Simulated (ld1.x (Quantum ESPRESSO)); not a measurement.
An all-electron radial function and its pseudo partner (Ni (Z = 28))

Columns: radius, all-electron u(r) and pseudo u(r) of the 3p shell (level -71.78 eV) of nickel in the configuration [Ne] 3s2 3p6 3d8 4s1.75 4p0.25; LDA (PZ), scalar-relativistic, TM scheme, ld1.x (Quantum ESPRESSO) 7.5.

| r (bohr) | all-electron | pseudo |
| --- | --- | --- |
| 0.078 | 0.5040 | -0.0420 |
| 0.155 | 0.6113 | -0.1613 |
| 0.232 | 0.2518 | -0.3443 |
| 0.310 | -0.2463 | -0.5716 |
| 0.388 | -0.6801 | -0.8081 |
| 0.465 | -0.9790 | -1.0121 |
| 0.542 | -1.1492 | -1.1530 |
| 0.620 | -1.2159 | -1.2157 |
| 0.698 | -1.2069 | -1.2069 |
| 0.775 | -1.1504 | -1.1504 |
| 0.852 | -1.0664 | -1.0664 |
| 0.930 | -0.9677 | -0.9677 |
| 1.008 | -0.8650 | -0.8650 |
| 1.085 | -0.7657 | -0.7657 |
| 1.162 | -0.6721 | -0.6721 |
| 1.240 | -0.5848 | -0.5848 |
| 1.318 | -0.5061 | -0.5061 |
| 1.395 | -0.4369 | -0.4369 |
| 1.472 | -0.3758 | -0.3758 |
| 1.550 | -0.3216 | -0.3216 |
| 1.628 | -0.2746 | -0.2746 |
| 1.705 | -0.2344 | -0.2344 |
| 1.782 | -0.1997 | -0.1997 |
| 1.860 | -0.1696 | -0.1696 |
| 1.938 | -0.1438 | -0.1438 |
| 2.015 | -0.1220 | -0.1220 |

Question: How many radial nodes do the two functions have?

Answer: The all-electron 3p function has n − l − 1 = 1; the pseudo-wave has 0, since the states of the same l below it are removed with the core.

Question: At about which radius was the pseudo-wave matched?

Answer: 0.75 bohr. The columns agree to 0.0005 from 0.62 bohr on; several derivatives are matched, so the curves merge somewhat inside the radius.

Question: Is the pseudo-wave norm-conserving?

Answer: Yes: the TM scheme keeps the norm inside the radius equal to the all-electron one, which fixes the energy derivative of the logarithmic derivative at the level.
